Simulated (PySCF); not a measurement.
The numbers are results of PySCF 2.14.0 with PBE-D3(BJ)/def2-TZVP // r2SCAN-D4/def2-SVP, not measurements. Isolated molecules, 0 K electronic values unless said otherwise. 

Reference species: [Hf(Cl)3(F)] (neutral, multiplicity 1).

```json
{
 "HOMO": "-8.31 eV",
 "coordination_number": "4",
 "HOMO–LUMO gap": "5.50 eV",
 "mean_distance_from_the_central_atom_to_its_bonded_neighbours": "2.227 Å"
}
```

Changed species: [Hf(Cl)4] (0 of 4 Cl replaced by F; the reference has 1 of 4 Cl replaced by F).

Problem. Give the shifts of the HOMO, coordination number, HOMO–LUMO gap and mean distance from the central atom to its bonded neighbours.

Solution. the HOMO hardly moves; the coordination number stays essentially unchanged; the HOMO–LUMO gap decreases by 0.21 eV, to 5.29 eV; the mean distance from the central atom to its bonded neighbours increases by 0.106 Å, to 2.333 Å.
